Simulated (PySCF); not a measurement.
One of the candidates below gave these computed data.

All candidates are C5H10OSSi2.

| technique | computed result |
| --- | --- |
| Dipole | 0.89 D [PBE0/pcSseg-1] |
| Rotational structure | rotational constants A, B, C: 1.700, 0.615, 0.479 GHz [GFN2-xTB] |
| NMR, other nuclei | isotropic shieldings of nuclei other than C and H, by class: 322 (1 O), 368 (1 Si), 393 (1 Si), 256 (1 S) ppm [GIAO PBE0/pcSseg-1] |
| 13C NMR | chemical shifts (computed TMS as zero) by class: 147.1 (1 C), 141.4 (1 C), 137.8 (1 C), 131.0 (1 C), 4.5 (1 C) ppm [GIAO PBE0/pcSseg-1] |
| 1H NMR | chemical shifts (computed TMS as zero) by class: 7.60 (1 H), 7.52 (1 H), 7.33 (1 H), 5.73 (1 H), 5.36 (3 H), 0.40 (3 H) ppm [GIAO PBE0/pcSseg-1] |

The electronic properties come from PySCF, for the isolated species, density fitting. Levels stand in brackets. Isolated species at its GFN2-xTB geometry (one conformer only). NMR values are class means; diastereotopic atoms form classes of their own.

Question: Which candidate is it?
A. `[SiH3]O[SiH2]Cc1cccs1`
B. `[SiH3]OC[SiH2]c1cccs1`
C. `CO[SiH2][SiH2]c1cccs1`
D. `C[Si@@H](O[SiH3])c1cccs1`

Answer: D. It is `C[Si@@H](O[SiH3])c1cccs1`. Numbering: `[CH3:1][Si@@H:2]([O:3][SiH3:4])[c:5]1[cH:6][cH:7][cH:8][s:9]1`. Its formula, C5H10OSSi2, gives 3 degrees of unsaturation: 1 ring and 2 π bonds in the structure found (Kekulé form). 5 carbons fall into 5 classes; from least to most shielded: substituted aromatic carbon [C5] (147.1 ppm), aromatic CH next to a ring sulfur [C8] (141.4 ppm), aromatic CH carbon [C6] (137.8 ppm), aromatic CH carbon [C7] (131.0 ppm), Si-methyl carbon [C1] (4.5 ppm). Hydrogen classes from least to most shielded: 1 H on an aromatic CH next to a ring sulfur, C8 (7.60 ppm), 1 H on an aromatic CH carbon, C6 (7.52 ppm), 1 H on an aromatic CH carbon, C7 (7.33 ppm), 1 H on an oxygen-bound silicon, Si2 (5.73 ppm), 3 H on an oxygen-bound silicon, Si4 (5.36 ppm), 3 H on an Si-methyl carbon, C1 (0.40 ppm). The other shieldings belong to: 322 ppm, siloxane oxygen [O3]; 368 ppm, oxygen-bound silicon [Si2]; 393 ppm, oxygen-bound silicon [Si4]; 256 ppm, thiophene-type sulfur [S9]. The optimised geometry has point group C1 and is an asymmetric top.

The others, at the same levels:
- `[SiH3]O[SiH2]Cc1cccs1` fails: its computed 13C shifts are 150.4 (1 C), 133.0 (1 C), 130.3 (1 C), 127.7 (1 C), 22.0 (1 C) ppm, 1H shifts are 7.18 (1 H), 6.97 (1 H), 6.92 (1 H), 5.09 (2 H), 4.75 (3 H), 2.52 (2 H) ppm and rotational constant A is 1.421 GHz (against 1.700 GHz).
- `[SiH3]OC[SiH2]c1cccs1` fails: its computed 13C shifts are 143.1 (1 C), 138.3 (1 C), 137.8 (1 C), 131.3 (1 C), 55.3 (1 C) ppm, 1H shifts are 7.66 (1 H), 7.26 (1 H), 7.07 (1 H), 5.05 (2 H), 4.97 (3 H), 4.52 (2 H) ppm and rotational constant A is 3.365 GHz (against 1.700 GHz).
- `CO[SiH2][SiH2]c1cccs1` fails: its computed 13C shifts are 142.2 (1 C), 140.7 (1 C), 137.9 (1 C), 131.9 (1 C), 56.1 (1 C) ppm, 1H shifts are 7.51 (1 H), 7.32 (1 H), 7.21 (1 H), 5.15 (2 H), 4.85 (2 H), 3.68 (3 H) ppm and rotational constant A is 2.928 GHz (against 1.700 GHz).

Each candidate is one conformer, not necessarily the lowest. The conformers computed, where there is a choice (atom-mapped SMILES and torsion angles):
- `[CH3:1][Si@@H:2]([O:3][SiH3:4])[c:5]1[cH:6][cH:7][cH:8][s:9]1`: C1–Si2–C5–C6 -116°
- `[SiH3:1][O:2][SiH2:3][CH2:4][c:5]1[cH:6][cH:7][cH:8][s:9]1`: Si1–O2–Si3–C4 -23°, O2–Si3–C4–C5 46°, Si3–C4–C5–C6 76°
- `[SiH3:1][O:2][CH2:3][SiH2:4][c:5]1[cH:6][cH:7][cH:8][s:9]1`: Si1–O2–C3–Si4 -70°, O2–C3–Si4–C5 -174°, C3–Si4–C5–C6 -5°
- `[CH3:1][O:2][SiH2:3][SiH2:4][c:5]1[cH:6][cH:7][cH:8][s:9]1`: C1–O2–Si3–Si4 -179°, O2–Si3–Si4–C5 179°, Si3–Si4–C5–C6 -105°
